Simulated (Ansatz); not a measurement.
A CCSD(T) single point on `C[Si](F)(F)[SiH3]`.

```yaml
crystal:
  periodic: [false, false, false]
  atoms:
    - {symbol: C, position_ang: [-1.040911, -1.282708, 0.621380]}
    - {symbol: Si, position_ang: [0.477065, -0.598186, -0.178168]}
    - {symbol: F, position_ang: [1.752026, -1.067516, 0.662920]}
    - {symbol: F, position_ang: [0.634761, -1.260730, -1.623640]}
    - {symbol: Si, position_ang: [0.568711, 1.732096, -0.419942]}
    - {symbol: H, position_ang: [-0.976877, -2.372397, 0.681360]}
    - {symbol: H, position_ang: [-1.157022, -0.888948, 1.633800]}
    - {symbol: H, position_ang: [-1.932884, -1.021909, 0.047020]}
    - {symbol: H, position_ang: [0.480031, 2.375579, 0.918358]}
    - {symbol: H, position_ang: [1.839502, 2.135366, -1.075707]}
    - {symbol: H, position_ang: [-0.579101, 2.192552, -1.246681]}
basis:
  gaussian: {orbitals: def2-TZVPP}
correlation: {method: ccsd_t}
output: {orbitals: {seedname: orbitals}}
```

```sh
$ ansatz run in.yaml --threads 4 --pin off --events-out ev --progress --plain
```

The program prints (abridged):

```
Functional definition: HF
1539 factors; integrals over basis functions are off by at most 1.1e-3 eV
mean field evaluation 1: about -22265.3173 eV, gradient 4.2e1 eV
mean field evaluation 2: about -22265.5367 eV, gradient 4.2e1 eV
mean field evaluation 4: about -22269.3101 eV, gradient 3.8e0 eV
mean field evaluation 8: about -22269.3863 eV, gradient 2.4e-1 eV
mean field evaluation 16: about -22269.3865 eV, gradient 1.4e-6 eV
mean field -22269.38652716 eV, -818.3848601408 hartree, gradient 1.4e-6 eV, S^2 0.000000; 0 other end points of the search recorded, 0 dependent functions left out
13 core orbitals not correlated: weight in the atoms' cores, before any rotation towards them, 1.000 or more for the frozen orbitals, at most 0.000 for the correlated occupied ones
reference -22269.38652716 eV, -818.3848601408 hartree; 16, 16 occupied and 232, 232 virtual orbitals, 1539 factors
second order -25.01817374 eV of doubles, -0.00000000 eV of singles
cycle   1  -25.54286352 eV  change   -5.2e-1 eV  update   1.1e-1
cycle   2  -26.12199754 eV  change   -5.8e-1 eV  update   3.2e-2
cycle   3  -26.25929112 eV  change   -1.4e-1 eV  update   1.7e-2
cycle   4  -26.24477347 eV  change    1.5e-2 eV  update   3.6e-3
cycle   5  -26.24267846 eV  change    2.1e-3 eV  update   1.5e-3
cycle   6  -26.24338323 eV  change   -7.0e-4 eV  update   4.4e-4
cycle   7  -26.24312621 eV  change    2.6e-4 eV  update   1.5e-4
cycle   8  -26.24304799 eV  change    7.8e-5 eV  update   4.3e-5
cycle   9  -26.24306715 eV  change   -1.9e-5 eV  update   1.6e-5
perturbative correction -0.82710530 eV, -0.0303955590 hartree
Total energy: -22296.45669960 eV, -819.3796706293 hartree
```

Run time 86 s (4 threads of a server CPU on a shared host); peak host memory 6.1 GiB.

Correlation energy per correlated electron: -0.846 eV. T1 diagnostic: 0.0122.
